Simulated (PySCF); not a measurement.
Bonds (- single, = double, # triple, : aromatic): O1=C2, C2-C3, C3-C4, C4-C5, C5-C6, C6-C7, C6-C8, C7-C3, C8-C3, C8-C5. C2 carries H9; C4 carries H10, H11; C5 carries H12; C6 carries H13; C7 carries H14, H15; C8 carries H16. Stereochemistry as in O=C[C@]12C[C@@H]3[C@H](C1)[C@@H]32. H15 is cis to C5 on the ring; H11 is cis to C6 on the ring; H14 is trans to C5 on the ring; H10 is trans to C6 on the ring.

Geometry: GFN2-xTB; GIAO shifts from PySCF 2.14.0 with density-fitted response routines, gas phase, non-relativistic, averaged over equivalent atoms.

At BP86/3-21G (88 basis functions, 12 s wall time on 1 thread of an Arm Neoverse V1, shared host):
```
  atoms  δ (ppm)
     O1    594.7
     C2    174.3
     C3     54.3
  C4/C7     40.5
     C8     34.1
  C5/C6     18.6
     H9    10.70
    H16     3.42
H10/H14     3.14
H11/H15     2.80
H12/H13     1.69
```

Shifts are taken against calculated references (same method and geometry level): H2O for 17O (σref 326.50); 13C (σref 205.52), 1H (σref 33.17) against TMS.

Question: Estimate the result of repeating the calculation with KT2/pcSseg-1.

Answer: 
```csv
atoms,δ at KT2/pcSseg-1,change
O1,626.9,+32.2
C2,192.0,+17.7
C3,60.3,+6.0
C4/C7,44.4,+3.9
C8,35.4,+1.3
C5/C6,16.9,-1.7
H9,9.82,-0.88
H16,3.35,-0.07
H10/H14,2.87,-0.27
H11/H15,2.26,-0.54
H12/H13,1.76,+0.07
```

Scale: H2O for 17O (σ = 332.32 ppm); TMS for 13C (σ = 185.60 ppm) and 1H (σ = 31.62 ppm) (reference shieldings calculated alike).

The largest change is at O1 (aldehyde oxygen). Cost: 176 basis functions, 33 s wall time on 1 thread of an Arm Neoverse V1, shared host. The order of the carbon signals is the same at both levels.

Unscaled 17O shifts of doubly bonded oxygen tend to come out too high, by tens of ppm or more. Experimental scales use liquid or dissolved standards, which lie at an offset from isolated H2O (liquid H2O: subtract about 36 ppm).
